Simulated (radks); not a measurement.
Results of a calculation; reference values are marked as such.
Mean orbital radii <r> (bohr) of neutral krypton, [Kr], at several levels of relativity; Dirac values are averaged over j with weights 2j + 1. Spin-unpolarised spherical Kohn-Sham, BLYP, point nucleus unless stated (finite: rms radius 4.1884 fm), a radial shooting solver on a logarithmic mesh with Libxc functionals. A level marked "c x" has the speed of light scaled by that factor and shares open shells by 2j + 1; other Dirac levels either fill j = l - 1/2 first or share by 2j + 1.

| shell | non-rel. | scalar-rel. | Dirac, 2j+1 shares | Dirac, c x 5 | change of magnitude, last against first (%) |
|---|---|---|---|---|---|
| 1s | 0.04245 | 0.04149 | 0.04148 | 0.04241 | -0.09 |
| 2s | 0.1878 | 0.1835 | 0.1832 | 0.1876 | -0.10 |
| 2p | 0.1619 | 0.1601 | 0.1600 | 0.1618 | -0.05 |
| 3s | 0.5417 | 0.5305 | 0.5304 | 0.5413 | -0.08 |
| 3p | 0.5456 | 0.5408 | 0.5406 | 0.5454 | -0.04 |
| 3d | 0.5541 | 0.5561 | 0.5562 | 0.5542 | +0.01 |
| 4s | 1.600 | 1.569 | 1.569 | 1.599 | -0.08 |
| 4p | 1.958 | 1.952 | 1.952 | 1.958 | -0.01 |
